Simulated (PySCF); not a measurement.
Job file and geometry (Å, from GFN2-xTB) of an NMR shielding run on `C=C[PH+](C=C)CCC`, [C₇H₁₄P]+, PySCF, GIAO PBE0/pcSseg-1 NMR shielding, non-relativistic, gas phase; density fitting, a coarse starting grid and PySCF grid level 2 are the driver's defaults:

```
$ OMP_NUM_THREADS=1 python probes_run.py task.json out

{"job": {"kind": "nmr", "xc": "PBE0", "basis": "pcSseg-1"}, "charge": 1, "multiplicity": 1}
C     -1.510232     2.996445    -0.543939
C     -1.310763     1.978021     0.280947
P     -0.442128     0.486201    -0.208162
C     -1.514644    -0.936825    -0.015420
C     -1.966796    -1.652405    -1.035049
C      1.049481     0.308235     0.818333
C      1.759233    -1.031557     0.611643
C      2.128582    -1.257440    -0.846794
H     -1.159037     2.991454    -1.564223
H     -2.034886     3.882509    -0.225403
H     -1.670165     1.984863     1.303722
H     -0.126286     0.629806    -1.540577
H     -1.782587    -1.159611     1.011664
H     -1.706767    -1.430108    -2.058143
H     -2.617770    -2.497575    -0.882234
H      0.730375     0.426964     1.860800
H      1.712377     1.145203     0.574761
H      1.122876    -1.848165     0.959006
H      2.662065    -1.034012     1.223686
H      1.231668    -1.378124    -1.457014
H      2.711366    -0.424161    -1.232619
H      2.723627    -2.160331    -0.948877
```

Question: Write the output of this run.

Answer: 
```
coarse grid: 17912 points
cycle   1  E = -615.6095808856  dE =  1.062e+00  |g| = 4.679e-01  |ddm| = 4.071e+00
cycle   2  E = -615.5945835542  dE =  1.500e-02  |g| = 5.301e-01  |ddm| = 1.067e+00
cycle   3  E = -615.6657491047  dE = -7.117e-02  |g| = 9.232e-02  |ddm| = 5.862e-01
cycle   4  E = -615.6675450188  dE = -1.796e-03  |g| = 4.081e-02  |ddm| = 9.773e-02
cycle   5  E = -615.6679720641  dE = -4.270e-04  |g| = 4.903e-03  |ddm| = 3.552e-02
cycle   6  E = -615.6679773443  dE = -5.280e-06  |g| = 1.723e-03  |ddm| = 5.423e-03
final grid: 165592 points
cycle   7  E = -615.7179299170  dE = -5.107e-05  |g| = 9.714e-03  |ddm| = 3.953e-02
cycle   8  E = -615.7179243012  dE =  5.616e-06  |g| = 1.088e-02  |ddm| = 1.616e-02
cycle   9  E = -615.7179541723  dE = -2.987e-05  |g| = 7.759e-04  |ddm| = 8.844e-03
cycle  10  E = -615.7179543065  dE = -1.343e-07  |g| = 2.897e-04  |ddm| = 8.530e-04
cycle  11  E = -615.7179543259  dE = -1.940e-08  |g| = 9.313e-05  |ddm| = 2.802e-04
cycle  12  E = -615.7179543280  dE = -2.113e-09  |g| = 2.778e-05  |ddm| = 1.007e-04
cycle  13  E = -615.7179543282  dE = -1.808e-10  |g| = 9.312e-06  |ddm| = 2.903e-05
converged SCF energy = -615.7179543282

GIAO shielding tensors (ppm)
atom      isotropic    diamagn.    paramagn.     s11        s22        s33       span
  0 C       31.587     253.444    -221.857    -92.219     19.245    167.734    259.953
  1 C       64.443     264.819    -200.375    -44.905     78.142    160.093    204.997
  2 P      314.420     972.046    -657.626    296.035    307.823    339.403     43.369
  3 C       67.517     266.251    -198.734    -40.141     81.194    161.497    201.638
  4 C       28.552     254.178    -225.625    -99.400     15.696    169.361    268.762
  5 C      156.286     258.621    -102.335    136.838    155.577    176.442     39.604
  6 C      167.567     250.208     -82.641    160.330    168.404    173.966     13.635
  7 C      171.084     251.342     -80.259    161.665    168.551    183.034     21.369
  8 H       24.710      30.450      -5.739     19.950     24.327     29.854      9.904
  9 H       24.428      26.111      -1.683     21.466     23.623     28.194      6.728
 10 H       25.318      31.207      -5.888     22.951     24.969     28.034      5.083
 11 H       25.629      33.832      -8.203     22.346     25.309     29.231      6.884
 12 H       25.376      32.627      -7.251     23.330     25.186     27.614      4.284
 13 H       24.580      30.909      -6.329     19.460     24.597     29.682     10.222
 14 H       24.250      27.403      -3.153     21.035     23.674     28.041      7.007
 15 H       28.897      33.303      -4.406     23.699     27.668     35.324     11.624
 16 H       29.256      33.018      -3.762     24.852     27.880     35.036     10.184
 17 H       29.975      32.449      -2.474     25.845     28.556     35.524      9.679
 18 H       29.372      29.368       0.004     23.696     27.286     37.135     13.439
 19 H       31.039      33.216      -2.178     25.891     31.763     35.462      9.570
 20 H       30.664      30.764      -0.099     26.859     28.246     36.888     10.029
 21 H       29.841      27.975       1.866     25.095     26.451     37.977     12.882
```

Question: Turn these shieldings into chemical shifts. Scale: 13C (σref 186.93), 1H (σref 31.72) against TMS; 31P (σref 318.38) vs H3PO4 (reference shieldings calculated alike).

Answer: Averaging equivalent atoms: C 0/4: 156.9; C 1/3: 120.9; C 5: 30.6; C 6: 19.4; C 7: 15.8; P 2: 4.0; H 9/14: 7.38; H 8/13: 7.07; H 10/12: 6.37; H 11: 6.09; H 15/16: 2.64; H 17/18: 2.04; H 19/20/21: 1.20 ppm. Experimental scales use liquid or dissolved standards, which lie at an offset from isolated H3PO4.

Size and cost of the density-fitted run: 213 basis functions, 40 s wall time on 1 thread of an Intel Xeon Platinum 8375C, shared host; peak memory 0.88 GiB.
